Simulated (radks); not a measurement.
Question: A nucleus of charge 31.3 with 29 electrons, 29 electrons, occupied as [Ar] 3d10 4s1. Calculated with a radial shooting solver on a logarithmic mesh with Libxc functionals: scalar-relativistic Kohn-Sham, PBE, spin-polarised, spherical densities, finite nucleus; open shells are filled with parallel spins first; Fermi nuclear charge, rms radius 3.9973 fm. Some entries of the table are withheld. Estimate them.

| orbital | occ. | eigenvalue (hartree) | r(max) (bohr) | <r^2> (bohr^2) |
|---|---|---|---|---|
| 1s up | 1 | -384.7957 | 0.03146 | 0.003115 |
| 1s down | 1 | -384.7932 | 0.03146 | 0.003115 |
| 2s up | 1 | -48.45815 | 0.1804 | 0.05474 |
| 2s down | 1 | -48.45742 | 0.1805 | 0.05474 |
| 2p up | 3 | -42.34797 | 0.1448 | 0.04357 |
| 2p down | 3 | -42.34690 | 0.1448 | 0.04357 |
| 3s up | 1 | -6.55007 | (1) | 0.4782 |
| 3s down | 1 | -6.54680 | (2) | 0.4774 |
| 3p up | 3 | -4.70098 | 0.5597 | (3) |
| 3p down | 3 | -4.69665 | 0.5597 | (4) |
| 3d up | 5 | (5) | 0.5245 | 0.7782 |
| 3d down | 5 | (6) | 0.5239 | 0.7611 |
| 4s up | 1 | -1.13205 | 1.728 | 4.519 |
| 4s down | 0 | -1.07850 | 1.723 | 4.491 |

Answer: 
(1) 3s up r(max) (bohr): 0.5578
(2) 3s down r(max) (bohr): 0.5578
(3) 3p up <r^2> (bohr^2): 0.5284
(4) 3p down <r^2> (bohr^2): 0.5266
(5) 3d up eigenvalue (hartree): -1.69651
(6) 3d down eigenvalue (hartree): -1.68674
